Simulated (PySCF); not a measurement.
PySCF input file for BeH2O2, SMILES [OH][Be][OH], HF/pcSseg-2. The structure is a stationary point at B3LYP-D3(BJ)/def2-TZVP. The values are those of a single conformer.

```python
import numpy as np
from pyscf import gto, scf, dft
from pyscf.prop.nmr import rhf as nmr

mol = gto.M(
    atom='''
    Be    0.00000000    0.00000000   -0.00097776
    O     0.08079539   -1.42559521   -0.05232810
    H    -0.44604934   -2.06580781    0.42058030
    O    -0.08079538    1.42559521   -0.05232811
    H     0.44604924    2.06580781    0.42058038
    ''',
    basis='pcSseg-2',
    charge=0,
    spin=0,
    max_memory=1600,
    verbose=3,
)
mf = scf.RHF(mol)
mf.conv_tol = 1e-10
mf.max_cycle = 100
mf.kernel()
n = nmr.NMR(mf)
n.verbose = 2
n.max_cycle_cphf = 60
sigma = n.kernel()
print('atom   isotropic/ppm   span/ppm')
for i, s in enumerate(sigma):
    w = np.linalg.eigvalsh((s + s.T) / 2)
    print(f'{mol.atom_symbol(i):2s}{i + 1:3d} {w.mean():14.3f} {w[2] - w[0]:11.3f}')
```

Output:

```
converged SCF energy = -165.722168612691
atom   isotropic/ppm   span/ppm
Be  1        108.450      81.158
O   2        329.856      99.128
H   3         30.152      22.715
O   4        329.856      99.129
H   5         30.152      22.715
```

The run converged.
